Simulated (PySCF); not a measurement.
## Correlation energy of Ag⁺ (silver, charge +1)

[Kr] 4d10, closed-shell 1S. Calculation: PySCF 2.14, in def2-TZVPPD with the def2 core potential (28 electrons); scalar relativity through the core potential. Frozen: nothing; 18 electrons correlated.

MP2 pair energies summed by pair of shells (mhartree):

```tsv
pair	energy	share (%)
4d-4d	-350.33	57.0
4p-4d	-162.84	26.5
4p-4p	-44.70	7.3
4s-4d	-31.17	5.1
4s-4p	-21.30	3.5
4s-4s	-3.86	0.6
```

Total MP2 correlation energy: -614.20 mhartree.

Same-spin part -201.93 and opposite-spin part -412.27 mhartree; SCS-MP2 scales them by 1/3 and 6/5 to -562.04 mhartree.

The basis has no tight functions for the innermost shells, so their pair energies are far from complete.

This basis was not built for core-valence correlation, so the inner-shell part is incomplete.
